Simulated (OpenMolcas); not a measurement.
A calculation on Ar3+.

```yaml
Program: OpenMolcas 26.06
Method: "MS-RASPT2, IPEA 0.25 Eh, imaginary shift 0.1 Eh (closed shells correlated: 2s 2p)"
Basis: ANO-RCC-VTZP [5s4p2d1f]
Scalar_Hamiltonian: DKH2, point nucleus
Active_space: 5 electrons in 9 orbitals (RAS2 3s 3p; RAS3 3d, at most 2 electrons)
State_averaging: 2S+1 = 4 odd, 1 root; 2S+1 = 2 odd, 11 roots; 2S+1 = 4 even, 3 roots; 2S+1 = 2 even, 9 roots
Spin-orbit_coupling: RASSI with atomic mean-field integrals over the reference wave functions, term energies averaged over their components
```

(1) Which level of the active space comes out lowest?

(2) How high does 3s² 3p³ ²D°_5/2 lie?

(3) How high does 3s 3p⁴ ²D_5/2 lie?

(4) How high does 3s 3p⁴ ²D_3/2 lie?

Measured values: Saloman, J. Phys. Chem. Ref. Data 39, 033101 (2010).

Results:

(1) 3s² 3p³ ⁴S°_3/2, with 100 % of that term; it is also the measured ground level.

(2) 22130 cm⁻¹ above the lowest level; measured 21220 cm⁻¹ above the ground level, so the calculation is off by +4 %.

(3) 150130 cm⁻¹ above the lowest level; measured 145999 cm⁻¹ above the ground level, so the calculation is off by +3 %.

(4) 150090 cm⁻¹ above the lowest level; measured 145921 cm⁻¹ above the ground level, so the calculation is off by +3 %.

Term energies are means over components that CASPT2 splits; among the terms shown or strongly mixed into the levels shown the widest spread is 140 cm-1 (3s 3p⁴ ²D). The run also gave levels led by 3s² 3p² 3d, which use shells meant for correlation; these and all levels above them are left out. Some terms mix strongly with configurations of 3d, whose occupation reaches 0.26 (3s 3p⁴ ²D). Measured partners are found by configuration, term and J. A level has none where our copy of the source lacks it or the pairing is in doubt (some pairs that miss far off the trend of their configuration count as doubtful), and it then counts in no deviation. Only configurations of the active space appear.

° marks odd parity.
